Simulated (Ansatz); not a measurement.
Compare A (`C[Si]N(C)C`) with its isomer B (`CCC(=N)[SiH3]`).

Computed with Ansatz on PBE0-D4/def2-TZVP structures; ΔE is electronic, products minus reactants. CBS: MP2 limit from def2 TZ/QZ plus the TZ coupled-cluster correction, frozen cores. Functionals use def2-TZVPP. B3LYP here is the variant with VWN-RPA as its local correlation; programs differ in this. Each species was taken in one conformer, which may not be the lowest.

(1) Which is lower in electronic energy at CCSD(T)/CBS, and by how much? (Estimate.)

(2) Give E(B) − E(A) in kJ/mol with PBE0-D4, PBE-D4, BLYP-D4, CCSD/def2-TZVPP, ωB97M-V, MP2/def2-TZVPP, B3LYP-D4. (Best estimate.)

(3) Does the order hold for the free energy at 298.15 K (harmonic terms from PBE0-D4)? (Estimate.)

Largest T1 diagnostic: 0.014.

Answers

(1) The calculation gave: A, by 27.4 kJ/mol.

(2) The calculation gave: PBE0-D4 32.5, PBE-D4 33.9, BLYP-D4 30.2, CCSD/def2-TZVPP 26.1, ωB97M-V 34.4, MP2/def2-TZVPP 28.3, B3LYP-D4 29.4. None reverses the order clearly.

(3) The calculation gave: Yes: G(B) − G(A) = +7.7 kJ/mol, for one conformer each.

In def2-TZVPP, CCSD(T) changes the Hartree–Fock value by +23.0 kJ/mol (the triples alone add +0.2 kJ/mol) and MP2 by +25.1 kJ/mol. Leaving LDA and LC-ωPBE aside and taking each functional with its dispersion term where it has one, the values, not all of them listed here, spread over 13.2 kJ/mol, from ωB97X-V to ωB97M-V. LDA lies +19.4 kJ/mol from PBE without D4.
